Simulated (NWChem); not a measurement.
# AgH3O; SMILES [OH2]->[AgH]

Program: NWChem. Structure relaxed at the PBE-D3(BJ)/def2-SVP level. def2 effective core potentials on Ag; no spin-orbit coupling. Vertical excitations in the gas phase; the lowest state need not have the same character in each row.

Task: Among these, which level gives the highest value of “lowest excitation, singlet (eV)”?
A) B3LYP/def2-SVP, TDA
B) PBE/def2-SVP, TDA
C) BHandHLYP/def2-SVP, TDA
D) LDA (Slater exchange, VWN5)/def2-SVP, TDA

Result: C, BHandHLYP/def2-SVP, TDA. Values: PBE/def2-SVP, TDA 3.95; LDA (Slater exchange, VWN5)/def2-SVP, TDA 4.08; B3LYP/def2-SVP, TDA 4.29; BHandHLYP/def2-SVP, TDA 4.77
